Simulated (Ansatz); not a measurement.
A run for Ansatz (a quantum-chemistry and plane-wave program): U-B2PLYP/def2-TZVPP on O2+, 2S+1 = 2, a spin state set in the input, which need not be the lowest, a point of a bond scan (R = 1.103 Å). Charge +1.

Ansatz 0.2 input:
```yaml
crystal:
  periodic: [false, false, false]
  atoms:
    - {symbol: O, position_ang: [0.00000000, 0.00000000, 0.00000000]}
    - {symbol: O, position_ang: [0.00000000, 0.00000000, 1.10267300]}
basis:
  gaussian:
    orbitals: def2-TZVPP
    pivot_positions_ang: [[0.00000000, 0.00000000, 0.00000000], [0.00000000, 0.00000000, 1.10267300]]
hamiltonian:
  xc: {name: B2PLYP}
total_charge: 1
magnetization: {spin_polarized: true, initial_magnetization: 1}
correlation: {electrons: valence}
output: {orbitals: {seedname: ./end}}
```

The log:

```
WARN ansatz: RAYON_NUM_THREADS=2 ignored (pool sized by the plan → 2); use --threads N
Functional definition: B2PLYP
integrals: 0.02 GiB planned
443 factors; integrals over basis functions are off by at most 2.7e-4 eV
mean field: 0.15 GiB planned
mean field evaluation 1: about -4072.8359 eV, gradient 1.6e1 eV
mean field evaluation 2: about -4072.8368 eV, gradient 1.6e1 eV
mean field evaluation 4: about -4073.5602 eV, gradient 6.8e-1 eV
mean field evaluation 8: about -4073.5619 eV, gradient 2.8e-3 eV
mean field evaluation 16: about -4073.1515 eV, gradient 2.8e0 eV
mean field -4073.56194617 eV, -149.7006403621 hartree, gradient 3.7e-6 eV, S^2 0.755765; 2 other end points of the search recorded, 0 dependent functions left out
2 core orbitals not correlated
reference -4073.56201015 eV, -149.7006427136 hartree; 6, 5 occupied and 54, 55 virtual orbitals, 443 factors
second order -15.16212864 eV of doubles, -0.00000000 eV of singles
Total energy: -4077.65578488 eV, -149.8510861601 hartree
```

The run converged.

Cost: very roughly 1.5 core-seconds.
